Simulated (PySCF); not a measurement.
**Bonding in phenyl formate**

Species: phenyl formate, C₇H₆O₂.
SMILES with atom numbers: `[O:1]=[CH:2][O:3][c:4]1[cH:5][cH:6][cH:7][cH:8][cH:9]1` (hydrogens: H10 on C2; H11 on C5; H12 on C6; H13 on C7; H14 on C8; H15 on C9)

Cartesian coordinates in Å at the PBE0-D3(BJ)/def2-SVP level; atoms count from 1:
```xyz
15
C7H6O2 angstrom
O      1.3856   -1.7216    1.8436
C      1.7758   -0.5937    1.7969
O      1.2985    0.4072    1.0478
C      0.2457    0.3177    0.1573
C     -0.5409   -0.8166   -0.0515
C     -1.5742   -0.7458   -0.9869
C     -1.8246    0.4227   -1.7012
C     -1.0286    1.5467   -1.4785
C      0.0052    1.4963   -0.5509
H      2.6239   -0.1935    2.3897
H     -0.3460   -1.7304    0.5036
H     -2.1929   -1.6307   -1.1539
H     -2.6378    0.4594   -2.4291
H     -1.2125    2.4711   -2.0308
H      0.6431    2.3605   -0.3573
```

Bond orders from the PBE0/pcSseg-1 density (PySCF). The structure is a single PBE0-D3(BJ)/def2-SVP conformer in the gas phase; no vibrational or solvent corrections.

**Question.** Where do the orders between heavy atoms depart from those drawn in the SMILES?

**Answer.** The largest departure is 0.128, at O3–C4 (drawn single, 0.872), counting aromatic bonds as 1.5. Drawn single, order below 0.88: O3–C4 (0.872). The bonds drawn aromatic range from 1.40 to 1.45.

**Question.** Set the Mayer orders of the bonds between heavy atoms beside their lengths.

**Answer.** 
```
 bond  drawn as  length (Å)  Mayer order
O1–C2    double       1.194        1.967
C2–O3    single       1.338        1.087
O3–C4    single       1.382        0.872
C4–C5  aromatic       1.396        1.416
C5–C6  aromatic       1.396        1.409
C6–C7  aromatic       1.392        1.439
C7–C8  aromatic       1.395        1.417
C8–C9  aromatic       1.390        1.454
C9–C4  aromatic       1.396        1.398
```

By pair of heavy elements: C–O: lowest O3–C4 (0.872, 1.382 Å), highest O1–C2 (1.967, 1.194 Å). C–C: lowest C9–C4 (1.398, 1.396 Å), highest C8–C9 (1.454, 1.390 Å).

**Question.** And the bonds to hydrogen?

**Answer.** C–H: 0.93 to 0.97 (6 bonds).

**Question.** Sum the orders of all bonds at each heavy atom with more than one neighbour and set the sums beside the valence in the SMILES.

**Answer.** C2 3.994 (drawn 4), O3 1.959 (drawn 2), C4 3.686 (drawn 4), C5 3.755 (drawn 4), C6 3.809 (drawn 4), C7 3.822 (drawn 4), C8 3.834 (drawn 4), C9 3.811 (drawn 4). Orders between atoms that aren't bonded are not in these sums.

The Mayer order sums products of elements of PS (density times overlap matrix) between the two atoms' basis functions, so it depends on the basis set.

These values come from a run that also computed NMR shieldings. Time: 23 s. Hardware: one thread, Arm Neoverse V2 (shared host).
